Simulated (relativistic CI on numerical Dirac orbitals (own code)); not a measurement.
Calculated at this level of theory: Dirac-Coulomb-Breit CI, separate exchange-only KLI orbitals for each configuration, model QED, unscaled Slater integrals (own radial code, finite nucleus).

The strongest absorption lines from the ground level of an ion, among the configurations computed and to levels below about 1090 eV (vacuum wavelength in nm, gf): 2.1053 (0.16), 2.1518 (0.83), 2.1715 (1.2), 2.1975 (1.3), 2.4761 (0.15), 2.5816 (0.34), 3.7989 (0.69), 4.0366 (0.15).

Task: Which ion is it?
A. Hf⁵⁸⁺
B. Hf⁵⁶⁺
C. Ho⁵¹⁺
D. Sm⁴⁶⁺

Result: B. Hf⁵⁶⁺ has 16 electrons and the ground level 3s2 3p4 3P_2; the strongest line goes to 3s2 3p3 3d 3D°_3. The pattern of lines fixes the number of electrons, and along that sequence the line energies rise steadily with the charge (about as its square where n changes within one kind of shell, about linearly where n is kept but much faster in heavy ions where fine structure, which grows about as Z⁴, sets the gap, and irregularly where shells cross), which fixes Z. Configurations outside the model, such as inner-shell arrays, can give stronger lines. At this charge energies of transitions that change n are usually good to better than 1 %, and those within a shell (Δn = 0) to a few per cent.

LS names give the leading component of a level, which can be under half, so a name can repeat, a term be missing and a line seem to break the LS rules.
